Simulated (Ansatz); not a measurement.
Problem. Name a neutral molecule of C, S, Si and H with HOMO energy (PBE/def2-TZVPP) between -5.50 and -5.20 eV and ideal-gas entropy at 298 K and 1 bar (rigid rotor, harmonic PBE0-D4/def2-TZVP) between 368 and 384 J/(mol·K) (Ansatz, PBE0-D4/def2-TZVP geometry).

Solution. `[SiH3]CSCS` (-5.31 eV, 383 J/(mol·K)). Other molecules can fit too; these were computed, each in one conformer that needn't be the lowest.
